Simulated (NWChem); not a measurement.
A series in which one site is exchanged, each optimised at PBE0/def2-SVP with NWChem, gas phase unless a solvent is named. All stand in one matching conformer (torsions within 35°), which need not be the lowest. This build's default masses of Se (78.918 u) and Br (79.917 u) are each other's, which moves their modes by up to 0.6 %. For some, no frequency run checked for a minimum. def2 effective core potentials on In, Bi; no spin-orbit coupling.

A: [OH][In]([OH])[Br] (InH$_{2}$O$_{2}$Br; site = In)
B: [OH][Sc]([OH])[Br] (ScH2O2Br; site = Sc)
C: [OH][Bi]([OH])[Br] (BiH2O2Br; site = Bi)

Values for A:

| Item | Value |
|---|---|
| dipole (D), PBE0/def2-SVP | 1.59 |
| orbital gap (eV), PBE0/def2-SVP | 6.21 |
| static polarisability, B3LYP/def2-SVPD (bohr³) | 66.7 |
| lowest singlet excitation, B3LYP/def2-SVPD, TDA (eV) | 4.57 |

Problem. How do these values change for the other members?

Solution. 
| change from A | B | C |
|---|---|---|
| dipole (D), PBE0/def2-SVP | +2.86 | -0.41 |
| orbital gap (eV), PBE0/def2-SVP | -0.49 | +0.19 |
| static polarisability, B3LYP/def2-SVPD (bohr³) | -1.8 | +10.9 |
| lowest singlet excitation, B3LYP/def2-SVPD, TDA (eV) | -0.52 | +0.22 |
